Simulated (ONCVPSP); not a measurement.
## antimony (Sb): one change to an ONCV potential, before and after

ONCVPSP 4.0.1 input, shortened (lines: element, Z, core and valence counts, functional; n l f; lmax; l rc ep ncon nbas qcut; lloc lpopt rc5 dvloc0; l nproj debl; icmod fcfact rcfact), PBE, scalar-relativistic:

```
  Sb 51.00    8    3        4      upf
    1    0    2.00
    2    0    2.00
    2    1    6.00
    3    0    2.00
    3    1    6.00
    3    2   10.00
    4    0    2.00
    4    1    6.00
    4    2   10.00
    5    0    2.00
    5    1    2.50
    2
    0    1.90    0.00    3    8    3.00
    1    2.05    0.00    4    8    3.60
    2    1.40    0.00    4    8    9.90
    2    5    1.40    0.00
    0    3    2.00
    1    2    3.50
    2    0    2.00
    3    2.50    1.60
```

Change: s: qcut 2.7; p: qcut 3.2; d: qcut 8.8.

Cutoffs: the cutoffs (Ha) at which the residual kinetic energy of the hardest occupied pseudo-wave falls to 1 and 0.1 mHa per electron; they do not see the model core or the augmentation charge, which bear on the density cutoff. Errors are all-electron minus pseudo energies relative to the spin-unpolarised reference configuration.

Question: How do hardness, ghosts and transferability respond?

Answer: The potential gets harder (40 Ha and 55 Ha → 43 Ha and 74 Ha); the lowest positive-energy flag moves from s at 5.5 eV to s at 32.1 eV; the errors of the 4 common tests hardly move; neither file shows a bound ghost.

```csv
quantity,base,changed
"cutoff, loose",40 Ha,43 Ha
"cutoff, tight",55 Ha,74 Ha
loose cutoff by channel,"s 21 Ha, p 6.3 Ha, d 40 Ha","s 43 Ha, p 6.9 Ha, d 36 Ha"
bound ghosts,none,none
GHOST(+) flags under 300 eV,"s at 5.5 eV, p at 40.9 eV","s at 32.1 eV, p at 52.8 eV"
"error for 4d10 5s2 5p3, meV [ΔE -3.26 eV]",+0.9,+0.8
"error for 4d10 5s2 5p2, meV [ΔE 5.06 eV]",-1.2,-1.2
"error for 4d10 5s2 5p1, meV [ΔE 21.02 eV]",-4.5,-4.5
"error for 4d10 5s1 5p3, meV [ΔE 13.79 eV]",-3.3,-3.2
s: phases at 1.93 bohr within 0.05 rad from the reference energy up to (Ha; the scan ends near 5),to the end of the scan,to the end of the scan
p: phases at 2.08 bohr within 0.05 rad from the reference energy up to (Ha; the scan ends near 5),1.4,1.9
d: phases at 1.42 bohr within 0.05 rad from the reference energy up to (Ha; the scan ends near 5),2.4,1.8
"rms error of d²Exc/dni dnj with the model core, mHa",0.92,0.95
```
